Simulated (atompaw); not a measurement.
## u(r) = r·R(r): atom against pseudo-atom (Ta)

Columns: radius, all-electron u(r) and pseudo u(r) of the 6p shell (level -1.39 eV) of tantalum in the configuration [Xe] 4f14 5d3 6s2 6p0; PBE, scalar-relativistic, PAW (atompaw) scheme, atompaw 4.2.0.5.

| r (bohr) | all-electron | pseudo |
| --- | --- | --- |
| 0.115 | -0.0579 | 0.0007 |
| 0.231 | -0.0026 | 0.0029 |
| 0.346 | 0.1082 | 0.0065 |
| 0.462 | 0.0867 | 0.0116 |
| 0.577 | -0.0038 | 0.0182 |
| 0.692 | -0.0959 | 0.0262 |
| 0.808 | -0.1611 | 0.0360 |
| 0.923 | -0.1926 | 0.0472 |
| 1.038 | -0.1949 | 0.0601 |
| 1.154 | -0.1747 | 0.0748 |
| 1.269 | -0.1392 | 0.0910 |
| 1.385 | -0.0937 | 0.1090 |
| 1.500 | -0.0433 | 0.1285 |
| 1.615 | 0.0091 | 0.1495 |
| 1.731 | 0.0616 | 0.1722 |
| 1.846 | 0.1119 | 0.1959 |
| 1.962 | 0.1600 | 0.2210 |
| 2.077 | 0.2043 | 0.2467 |
| 2.192 | 0.2451 | 0.2728 |
| 2.308 | 0.2826 | 0.2993 |
| 2.423 | 0.3161 | 0.3252 |
| 2.538 | 0.3460 | 0.3503 |
| 2.654 | 0.3727 | 0.3743 |
| 2.769 | 0.3959 | 0.3963 |
| 2.885 | 0.4161 | 0.4161 |
| 3.000 | 0.4332 | 0.4332 |

Task: How many radial nodes do the two functions have?

Result: The all-electron 6p function has n − l − 1 = 4 (the table is too coarse to show those close to the nucleus); the pseudo-wave has 0, since the states of the same l below it are removed with the core.

Task: Is the pseudo-wave norm-conserving?

Result: No, it belongs to a PAW set: the norm inside the radius is not constrained, and the difference is carried by the augmentation charge.
